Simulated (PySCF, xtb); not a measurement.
Si(CCH)(OH)3 (C₂H₄O₃Si), SMILES C#C[Si](O)(O)O.

GFN2-xTB in xtb 6.7.1 at its own geometry gives an orbital gap of 6.27 eV and a dipole moment of 0.75 D.

Coordinates come from a PBE-D3(BJ)/def2-SVP optimisation. This is a generated structure with no PubChem entry under its InChIKey; it may be hypothetical. The values are those of a single conformer.

Q: What does ωB97X/def2-TZVP (PySCF) give? (Estimate from the structure and the level; the computed values follow.)

A: gap 12.79 eV (levels -10.90 and 1.89 eV), dipole 2.96 D.
